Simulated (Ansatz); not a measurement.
Cost against result

Saddle point of SiNH$_{6}$OF, closed shell (SiNH₄F ([NH2][SiH2][F]) + H₂O → SiNH₅O ([NH2][SiH2][OH]) + HF; bonds formed: Si1–O7, F2–H6; bonds broken: Si1–F2, H6–O7), PBE0-D4/def2-TZVP structure:

```xyz
10
angstrom
Si -0.5063 -0.0329 -0.0646
F 1.0623 -1.1591 -0.5311
H -1.2662 -0.9873 -0.9032
H -1.4523 1.1225 0.0957
N -0.0814 -0.2804 1.5488
H 1.1852 -0.0714 -1.1565
O 0.6502 0.8966 -1.1425
H 0.5908 -0.9666 1.8425
H -0.4745 0.2709 2.2901
H 0.2921 1.2075 -1.9793
```

Barriers are electronic and count from the start structure reached by relaxing down the imaginary mode.

Program: Ansatz 0.2.0. Basis: as named in each row. Cores are frozen in the correlated methods. B3LYP uses VWN-RPA correlation. Extrapolation: Hartree–Fock as exp(−7.88 √X), correlation as X^−2.97.

Times are rough, for one single point on 4 threads of a shared host (AMD EPYC).

The estimate by CCSD(T) at an estimated basis limit (MP2 extrapolated from triple and quadruple zeta, plus CCSD(T) − MP2 in triple zeta) is 121.7 kJ/mol.

```csv
method,basis,time (s),barrier (kJ/mol),method less estimate
HF,STO-3G,under 1,151.7,30.0
PBE-D4,STO-3G,under 1,-45.9,-167.5
SPW92,def2-SVP,under 1,33.6,-88.1
B3LYP-D4,6-31G,1,74.4,-47.3
PBE-D4,def2-SVP,1,74.4,-47.3
PBE0-D4,def2-SVP,2,87.5,-34.2
SPW92,def2-TZVPP,2,56.6,-65.0
PBE-D4,def2-TZVPP,4,95.6,-26.1
BLYP-D4,def2-TZVPP,4,112.8,-8.9
BHLYP-D4,def2-TZVPP,4,131.0,9.3
B3LYP-D4,def2-TZVPP,4,118.9,-2.8
PBE0-D4,def2-TZVPP,5,106.5,-15.2
CAM-B3LYP-D4,def2-TZVPP,5,114.6,-7.1
wB97M-V,def2-SVP,6,90.8,-30.8
r2SCAN-D4,def2-TZVPP,6,103.2,-18.5
CCSD(T),def2-SVP,6,114.6,-7.1
r2SCAN0-D4,def2-TZVPP,7,110.7,-11.0
RPA on PBE,def2-TZVPP,8,121.1,-0.6
PBE-QIDH,def2-TZVPP,8,113.4,-8.2
B2PLYP,def2-TZVPP,8,121.3,-0.4
wB97X-V,def2-TZVPP,10,114.6,-7.1
B97M-V,def2-TZVPP,10,118.7,-3.0
wB97M-V,def2-TZVPP,10,111.5,-10.2
MP2,def2-QZVPP,32,117.2,-4.5
CCSD(T),def2-TZVPP,140,120.8,-0.9
```

All methods are single points on the PBE0-D4 structures; a negative value means that the method puts the saddle structure below the start.

T1 diagnostic: at most 0.012.

The step is the kind of ligand exchange by which a precursor binds to a hydroxyl group, or is hydrolysed, in atomic layer deposition of oxides.

Labels in which every atom is bracketed show which atoms are joined, not bond orders.
